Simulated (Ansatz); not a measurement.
The cluster Cs2F2. Total charge 0; singlet. Geometry relaxed at PBE0-D4/def2-TZVP.

```csv
atom,x (Å),y (Å),z (Å)
Cs1,0.837,-1.116,1.488
Cs2,-0.839,1.116,-1.487
F3,-0.094,-1.332,-0.947
F4,0.096,1.332,0.946
```

In the def2 sets Cs takes a core potential; there is no spin–orbit coupling. The structure comes from a short search, and lower isomers may exist.

**Question.** Estimate the harmonic wavenumbers at RKS PBE0-D4/def2-TZVP (Ansatz, unscaled). Is this a minimum?

**Answer.** 80, 87, 211, 221, 241, 277 cm⁻¹. Yes, no mode is imaginary beyond noise. Zero-point energy 6.7 kJ/mol. Run time 23 s (4 threads of Arm Neoverse V2 on a shared host).
